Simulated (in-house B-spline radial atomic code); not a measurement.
# Two electrons outside the [He] 2s2 2p6 core: the bromine ion Br²³⁺

Computed with a B-spline radial code for spherical atoms: configuration interaction (CI) of the two valence electrons in the field of the frozen Dirac-Fock core, alone and with many-body perturbation theory for the core (screened one- and two-electron correlation potentials), Breit and QED terms; no-pair Dirac Hamiltonian, finite nucleus. Labels give the configuration (outer n counted up each series) and the leading LS term, or the jj pair where no LS term holds 70 %.

Command:
```bash
python run_mb.py task.json out
```
Settings (nuclear radius in fm, box in bohr, cutoff in hartree):
```
basis_form          3
Z                   35
core_configuration  [He] 2s2 2p6
rms_radius          4.1629
mass_number         79
speed_of_light      137.036
box_radius          3.6
lmax                6
intervals           58
virtual_cutoff      2450.0
```

Run time, properties included: 44 s on 1 thread of Intel(R) Xeon(R) 6975P-C, with other jobs on the host.

Excitation energies (eV):

```tsv
level	purity of the LS term	CI alone	CI + MBPT + Breit + QED
3s2 1S0	1.0	0	0
3s3p 3P°0	1.0	46.315	46.323
3s3p 3P°1	0.957	48.925	48.861
3s3p 3P°2	1.0	57.459	57.261
3s3p 1P°1	0.957	75.032	74.355
3p2 3P0	0.877	111.2	110.65
3p2 1D2	0.74	117.99	117.47
3p2 3P1	1.0	118.8	118.12
3p2 3P2	0.734	128.74	127.95
3s3d 3D1	1.0	139.99	139.17
3s3d 3D2	0.996	140.81	139.93
3s3d 3D3	1.0	142.12	141.17
3p2 1S0	0.876	142.6	141.63
3s3d 1D2	0.991	157.2	155.92
3p3d 3F°2	0.802	189.82	188.97
3p3d 3F°3	0.909	195.3	194.3
3p3d (1/2,5/2)°2	0.492 (1D)	?	?
3p3d 3D°1	0.725	201.3	200.07
3p3d 3F°4	1.0	202.81	201.68
3p3d (3/2,3/2)°2	0.423 (3D)	205.38	204.09
3p3d 3D°3	0.884	209.48	208.01
3p3d 3P°0	1.0	209.81	208.58
3p3d 3P°1	0.766	209.97	208.66
3p3d (3/2,5/2)°2	0.541 (3P)	210.59	209.19
3p3d 1F°3	0.94	222.07	220.49
3p3d 1P°1	0.926	?	?
3d2 3F2	0.974	283.16	281.52
3d2 3F3	1.0	284.66	282.92
3d2 3F4	0.983	286.24	284.38
3d2 (3/2,5/2)2	0.63 (1D)	290.39	288.68
```

Q: Where does 3p3d (1/2,5/2)°2 lie?

A: 197.78 eV in CI alone and 196.63 eV with all corrections.

Q: Where does 3p3d 1P°1 lie?

A: 224.53 eV in CI alone and 223.09 eV with all corrections.

Q: What is the first ionisation energy?

A: 1069.3 eV to the 3s1/2 state of the next ion (1069.4 eV from CI alone). NIST lists 1070.6 ± 1.4 eV (semi-empirical).

Some electric-dipole lines (reduced elements in atomic units, length form; vacuum wavelengths from the computed energies):

```json
{"upper": "3s3p 3P°1", "lower": "3s2 1S0", "D bare (size)": "0.116", "D with core polarisation (size)": "0.115", "λ (nm)": "25.375", "A (s⁻¹)": "5.4e+08"}
{"upper": "3s3p 1P°1", "lower": "3s2 1S0", "D bare (size)": "0.58", "D with core polarisation (size)": "0.571", "λ (nm)": "16.675", "A (s⁻¹)": "4.8e+10"}
{"upper": "3p2 3P0", "lower": "3s3p 3P°1", "D bare (size)": "0.357", "D with core polarisation (size)": "0.352", "λ (nm)": "20.065", "A (s⁻¹)": "3.1e+10"}
{"upper": "3p2 1D2", "lower": "3s3p 3P°1", "D bare (size)": "0.286", "D with core polarisation (size)": "0.282", "λ (nm)": "18.072", "A (s⁻¹)": "5.4e+09"}
{"upper": "3p2 3P1", "lower": "3s3p 3P°0", "D bare (size)": "0.36", "D with core polarisation (size)": "0.355", "λ (nm)": "17.269", "A (s⁻¹)": "1.6e+10"}
{"upper": "3p2 3P1", "lower": "3s3p 3P°1", "D bare (size)": "0.306", "D with core polarisation (size)": "0.301", "λ (nm)": "17.901", "A (s⁻¹)": "1.1e+10"}
{"upper": "3p2 3P2", "lower": "3s3p 3P°1", "D bare (size)": "0.309", "D with core polarisation (size)": "0.305", "λ (nm)": "15.676", "A (s⁻¹)": "9.8e+09"}
{"upper": "3s3d 3D1", "lower": "3s3p 3P°0", "D bare (size)": "0.312", "D with core polarisation (size)": "0.307", "λ (nm)": "13.353", "A (s⁻¹)": "2.7e+10"}
{"upper": "3s3d 3D1", "lower": "3s3p 3P°1", "D bare (size)": "0.263", "D with core polarisation (size)": "0.259", "λ (nm)": "13.728", "A (s⁻¹)": "1.8e+10"}
{"upper": "3s3d 3D2", "lower": "3s3p 3P°1", "D bare (size)": "0.461", "D with core polarisation (size)": "0.455", "λ (nm)": "13.614", "A (s⁻¹)": "3.3e+10"}
```

Weak lines are less accurate than strong ones.
